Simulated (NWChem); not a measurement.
A series in which one site is exchanged, each optimised at PBE0/def2-SVP with NWChem, gas phase unless a solvent is named. All stand in one matching conformer (torsions within 35°), which need not be the lowest. For some, no frequency run checked for a minimum. def2 effective core potentials on In; no spin-orbit coupling.

A: FB(F)S (BHSF$_{2}$; site = B)
B: [F][Al]([F])[SH] (AlHSF2; site = Al)
C: [SH][Ga]([F])[F] (GaHSF₂; site = Ga)
D: [F][In]([F])[SH] (InHSF2; site = In)

Rank them by vertical ionisation energy, ΔSCF, PBE/def2-SVP (eV), lowest first.

D (10.51), B (10.73), C (10.81), A (10.87)
